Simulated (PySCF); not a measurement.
# La (lanthanum, neutral) across methods

[Xe] 5d1 6s1 6p1, one real determinant (an excited configuration). All numbers are calculated (PySCF 2.14, the spin-free X2C one-electron Hamiltonian (Gaussian nucleus), in x2c-TZVPPall (11s7p7d3f1g, 97 functions)).

```tsv
method	E (hartree)	mean ε 6s α (eV)	mean ε 5d α (eV)	mean ε 6p α (eV)	Σ⟨r²⟩ (bohr²)	⟨S²⟩
PBE	-8491.98	-4.577	-4.514	-2.239	106.2	3.751
wB97X-V	-8492.09	-6.800	-7.223	-4.012	106.7	3.752
BHandHLYP	-8492.39	-5.603	-6.044	-2.961	107.6	3.752
LDA	-8485.19	-4.737	-4.440	-2.231	106.2	3.751
PBE0	-8492.05	-5.181	-5.398	-2.713	106.2	3.752
TPSSh	-8492.06	-4.731	-4.909	-2.406	106.0	3.752
UHF	-8489.22224	-6.703	-7.545	-4.010	110.3	3.755
r2SCAN	-8492.39	-4.690	-4.749	-2.286	106.7	3.753
```

⟨L²⟩ = 8.03 against 12 for a pure F term, so this real determinant mixes terms. Spin-orbit coupling, absent here, splits the open shell strongly.
